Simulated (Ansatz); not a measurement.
Abridged output of a molecular run in Ansatz:

```
Functional definition: HF
  name "HF"
  cite "Fock, Z. Phys. 61, 126 (1930) doi:10.1007/BF01340294"
  parent pbe
  exchange = exact_x
  correlation = 0
1189 factors; integrals over basis functions are off by at most 1.5e-3 eV
mean field evaluation 1: about -30261.9639 eV, gradient 6.7e1 eV
mean field evaluation 2: about -30262.1683 eV, gradient 6.7e1 eV
mean field evaluation 4: about -30271.6144 eV, gradient 7.2e0 eV
mean field evaluation 8: about -30271.7684 eV, gradient 9.6e-1 eV
mean field evaluation 16: about -30271.7727 eV, gradient 2.7e-6 eV
mean field -30271.77273680 eV, -1112.4671291328 hartree, gradient 2.8e-6 eV, S^2 0.000000; 1 other end points of the search recorded, 0 dependent functions left out
13 core orbitals not correlated: weight in the atoms' cores, before any rotation towards them, 1.000 or more for the frozen orbitals, at most 0.000 for the correlated occupied ones
reference -30271.77273680 eV, -1112.4671291328 hartree; 23, 23 occupied and 89, 89 virtual orbitals, 1189 factors
second order -32.01045957 eV of doubles, -0.00000000 eV of singles
cycle   1  -29.09314742 eV  change     2.9e0 eV  update   3.0e-1
cycle   2  -30.76776032 eV  change    -1.7e0 eV  update   2.0e-1
cycle   3  -31.12128029 eV  change   -3.5e-1 eV  update   3.9e-2
cycle   4  -31.14406510 eV  change   -2.3e-2 eV  update   1.7e-2
cycle   5  -31.12576857 eV  change    1.8e-2 eV  update   5.4e-3
cycle   6  -31.12749177 eV  change   -1.7e-3 eV  update   2.4e-3
cycle   7  -31.12741401 eV  change    7.8e-5 eV  update   8.4e-4
cycle   8  -31.12653565 eV  change    8.8e-4 eV  update   4.8e-4
cycle   9  -31.12670619 eV  change   -1.7e-4 eV  update   1.7e-4
cycle  10  -31.12692918 eV  change   -2.2e-4 eV  update   9.4e-5
cycle  11  -31.12686902 eV  change    6.0e-5 eV  update   4.9e-5
cycle  12  -31.12677054 eV  change    9.8e-5 eV  update   2.9e-5
cycle  13  -31.12683668 eV  change   -6.6e-5 eV  update   1.1e-5
cycle  14  -31.12681101 eV  change    2.6e-5 eV  update   6.4e-6
perturbative correction -1.52325723 eV, -0.0559786705 hartree
Total energy: -30304.42280504 eV, -1113.6669970096 hartree
```

Its atoms:

Z-matrix (Å, degrees):
```
C
W 1 3.085
O 1 1.409 2 20.8
H 1 1.092 2 89.9 3 -168.4
H 1 1.092 2 121.5 3 -55.1
H 1 1.092 2 114.3 3 79.7
S 2 2.130 1 92.6 3 179.3
O 2 1.696 1 115.3 3 -68.8
Cl 2 2.265 1 119.0 3 64.5
```

Which basis set was used?
A. def2-TZVPP
B. def2-QZVPP
C. def2-TZVPPD
D. def2-SVP

D. It gives 125 functions.

Write the keys of the input that set method, charge and spin (a neutral closed shell needs none for the last two).


```yaml
correlation: {method: ccsd_t}
```
